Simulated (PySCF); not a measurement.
**Orbital picture of InP⁺**

r²SCAN0 at R = 2.981 Å; basis In def2-SVPD with ECP28, P def2-SVPD; scalar-relativistic core potentials; PySCF 2.14. State: ⁴Σ⁻ (quartet), unpaired electrons σ ↑, π ↑↑. Only the outer orbitals are listed, counted within each symmetry, core potentials removing the inner ones.

```json
{"spin": "α", "orbital": "7σ", "occ.": "1", "ε (eV)": "-22.77", "on In (%)": "2", "main shells (%)": "97 P s"}
{"spin": "α", "orbital": "8σ", "occ.": "1", "ε (eV)": "-15.92", "on In (%)": "77", "main shells (%)": "76 In s, 20 P p"}
{"spin": "α", "orbital": "4π", "occ.": "1", "ε (eV)": "-12.97", "on In (%)": "2", "main shells (%)": "97 P p"}
{"spin": "α", "orbital": "4π", "occ.": "1", "ε (eV)": "-12.97", "on In (%)": "2", "main shells (%)": "97 P p"}
{"spin": "α", "orbital": "9σ", "occ.": "1", "ε (eV)": "-12.81", "on In (%)": "33", "main shells (%)": "68 P p, 19 In s, 13 In p"}
{"spin": "α", "orbital": "5π", "occ.": "0", "ε (eV)": "-7.01", "on In (%)": "95", "main shells (%)": "95 In p"}
{"spin": "α", "orbital": "5π", "occ.": "0", "ε (eV)": "-7.01", "on In (%)": "95", "main shells (%)": "95 In p"}
{"spin": "α", "orbital": "10σ", "occ.": "0", "ε (eV)": "-5.80", "on In (%)": "81", "main shells (%)": "78 In p, 12 P p"}
{"spin": "β", "orbital": "7σ", "occ.": "1", "ε (eV)": "-18.73", "on In (%)": "9", "main shells (%)": "90 P s"}
{"spin": "β", "orbital": "8σ", "occ.": "1", "ε (eV)": "-15.10", "on In (%)": "88", "main shells (%)": "88 In s, 8 P s"}
{"spin": "β", "orbital": "9σ", "occ.": "0", "ε (eV)": "-8.61", "on In (%)": "40", "main shells (%)": "58 P p, 36 In p"}
{"spin": "β", "orbital": "4π", "occ.": "0", "ε (eV)": "-7.82", "on In (%)": "38", "main shells (%)": "61 P p, 35 In p"}
{"spin": "β", "orbital": "4π", "occ.": "0", "ε (eV)": "-7.82", "on In (%)": "38", "main shells (%)": "61 P p, 35 In p"}
```

Task: Which are the highest filled and the lowest empty level, where do they sit, and how wide is the gap?

Result: Highest filled α 9σ at -12.81 eV (in %: 68 P p, 19 In s, 13 In p); lowest empty β 9σ at -8.61 eV (in %: 58 P p, 36 In p); the gap at r²SCAN0 is 4.20 eV.

```
bond order (Mayer)                                                                                                : 0.44
⟨S²⟩                                                                                                              : 3.760
charge on In (Mulliken, basis-dependent)                                                                          : 0.88
charge on In (Löwdin, basis-dependent)                                                                            : 0.70
dipole moment (positive dipole points towards P; it is taken about the centre of mass and depends on that origin) : 0.16 D
```

Spin–orbit coupling is left out. The state was picked by a PBE0 search and need not be the measured ground state.
